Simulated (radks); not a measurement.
Fractional charge and spin in the 4p shell of cadmium: the spin-up occupation runs from 2 to 3 and the spin-down occupation from 2 to 3; the fullest corner is Cd2+, [Ar] 3d10 4s2 4d10 4p(up 3, down 3). Method: scalar-relativistic Kohn-Sham, r2SCAN, spin-polarised, spherical densities, finite nucleus; meta-GGA in the generalised Kohn-Sham scheme; Fermi nuclear charge, rms radius of each element as measured or else 0.836 A^(1/3) + 0.57 fm; computed with a radial shooting solver on a logarithmic mesh with Libxc functionals. Energy (eV) minus the two flat planes that join the four corners (they meet along the diagonal where the two added fractions sum to one electron); zero is where a piecewise linear energy would lie.

down \ up,2,2.25,2.5,2.75,3
2,0.000,-1.725,-2.289,-1.709,0.000
2.25,-1.725,-2.190,-1.513,0.290,-1.605
2.5,-2.289,-1.513,0.386,-1.414,-2.126
2.75,-1.709,0.290,-1.414,-2.032,-1.584
3,0.000,-1.605,-2.126,-1.584,0.000

Corners above the fullest one (they belong to Cd3+ and the next ion): (up 3, down 2) 96.189 eV, (up 2, down 3) 96.189 eV, (up 2, down 2) 211.60 eV. With half an added electron in each spin the energy lies 0.386 eV from the planes, and with half an added electron in spin up alone -2.289 eV. The planes are only a guide here: the flat-plane condition holds for ground states with one frontier orbital, while this shell lies below other occupied shells, so the corners above the fullest one are inner-hole states and not the ground states of those ions.
